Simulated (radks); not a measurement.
Q: Numerical settings for neutral praseodymium, [Xe] 4f3 6s2. Method: Dirac Kohn-Sham, PBEsol, spin-unpolarised, spherical densities, finite nucleus; open shells fill j = l - 1/2 first; Fermi nuclear charge, rms radius 4.8919 fm; computed with a radial shooting solver on a logarithmic mesh with Libxc functionals. The defaults (mesh step 0.008 in ln r, mesh end at 40 bohr or more with all orbitals vanishing there, Anderson mixing 0.5 over 9 steps, residual threshold near 1e-9 with the energy settled to 1e-9 hartree or 1e-11 of itself, here a cap of 96 iterations) give E = -9238.7225 hartree and 4f5/2 at -1.369 eV in 14 iterations. Run on one thread of a shared host, so times are rough (Arm Neoverse V2): 0.13 s of CPU time, 0.13 s wall, 14 iterations on 2440 mesh points. One setting is changed at a time: mesh step in ln r 0.012; mesh step in ln r 0.12; mesh step in ln r 0.08; mesh end (bohr) 1; mesh end (bohr) 5; residual threshold 0.001; residual threshold 0.1; mixing 0.05; linear mixing, mixing 0.5; linear mixing, mixing 0.8; mixing history 20; iteration cap 2. Which runs fail to converge, and which converge to a wrong energy?

A: Not converged within the cap: mesh step in ln r 0.12; mesh step in ln r 0.08; linear mixing, mixing 0.8; iteration cap 2. Settled on a wrong energy, with an occupied level pushed above zero by the early mesh end: mesh end (bohr) 1 (+403 hartree); mesh end (bohr) 5 (+0.395 hartree). Apart from these: no run marked as converged misses the energy by more than 1 mhartree.
